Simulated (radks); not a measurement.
Q: Pb60+, configuration [Ar] 3d4 (the NIST ground configuration). All-electron calculation, scalar-relativistic Kohn-Sham, BLYP, spin-polarised, spherical densities, finite nucleus; open shells are filled with parallel spins first (spin-orbit coupling, left out, can overturn this in heavy ions); Fermi nuclear charge, rms radius 5.5012 fm. Program: a radial shooting solver on a logarithmic mesh with Libxc functionals. Some entries of the table are withheld. Estimate them.

| orbital | occ. | eigenvalue (Ry) | <r^2> (bohr^2) |
|---|---|---|---|
| 1s up | 1 | -6787.919 | 0.0003573 |
| 1s down | 1 | -6787.896 | 0.0003573 |
| 2s up | 1 | -1465.433 | 0.005361 |
| 2s down | 1 | -1463.753 | 0.005353 |
| 2p up | 3 | -1302.238 | 0.004549 |
| 2p down | 3 | -1300.864 | 0.004539 |
| 3s up | 1 | (1) | 0.03169 |
| 3s down | 1 | (2) | 0.03178 |
| 3p up | 3 | -506.1547 | (3) |
| 3p down | 3 | -504.1814 | (4) |
| 3d up | 4 | -464.3507 | 0.02542 |
| 3d down | 0 | -461.8592 | 0.02555 |

A: 
(1) 3s up eigenvalue (Ry): -553.6146
(2) 3s down eigenvalue (Ry): -551.6405
(3) 3p up <r^2> (bohr^2): 0.03198
(4) 3p down <r^2> (bohr^2): 0.03209
